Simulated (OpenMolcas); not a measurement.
**Rh3+: moving or changing the point charges**

Rh3+ among 6 point charges of -1.7 e arranged as a trigonal antiprism (D3d), 1.87 Å from the ion, with a polar angle of 60.8° against the regular 54.74°.

```yaml
Program: OpenMolcas 26.06
Method: "SS-CASPT2, IPEA 0.25 Eh, imaginary shift 0.1 Eh (closed shells correlated: 4s 4p)"
Basis: ANO-RCC-VDZP [6s5p3d1f]
Scalar_Hamiltonian: DKH2, point nucleus
Active_space: 6 electrons in 5 orbitals (4d)
State_averaging: 2S+1 = 5 even, 5 roots; 2S+1 = 3 even, 45 roots; 2S+1 = 1 even, 50 roots
Spin-orbit_coupling: state interaction with AMFI integrals over the reference wave functions
```

Runs around this geometry, states (labels of D3, the rotations of D3d). Energies in cm-1 above the lowest state or level, χT in cm3 K/mol.

```tsv
R (Å)	q (e)	Polar angle / regular	Ground state	First state of that spin	First gap with spin-orbit (degeneracies)	χT at 300 K	First state of another spin
1.87	-1.36	1.11	5A1	5E 3750	96 (1, 2)	3.817	3A2 13300
1.87	-1.7	1.11	5A1	5E 5190	97 (1, 2)	3.568	3A2 11460
2.06	-1.7	1.11	5A1	5E 3610	95 (1, 2)	3.905	3A2 14770
1.87	-1.7	1.2	5A1	5E 8470	95 (1, 2)	3.378	3A2 11690
```

Taking the first state of the same spin as R^-n, n = -ln(3610 / 5190) / ln(2.06 / 1.87) = 3.8 between the shortest and longest distance.

Scaling the charges by -1.36 / -1.7 = 0.80 scales the first state of the same spin by 3750 / 5190 = 0.72; with fixed orbitals a first-order splitting would follow the charge.

Roots that are degenerate in the reference are averaged as groups; the widest CASPT2 spread within a group is 110 cm-1 (the 3-fold group of multiplicity 1 near 38200 cm-1 above the lowest state of its run, R = 1.87, q = -1.7, ratio = 1.2). Shifts and gaps below about the spread of the groups concerned are not significant. This shell can be high or low spin here, a state of another spin lies low, and with metal d orbitals alone active their balance is uncertain, so the ground spin may be wrong. Point charges give a weaker field than real ligands, and real ions of this kind are as a rule low spin; the high spin found here belongs to the model. Free-ion shares, where given, are those of the reference states; single-state CASPT2 does not remix them. Point charges carry no covalency, so the field is a model and not that of real ligands. No measured value stands beside these numbers.
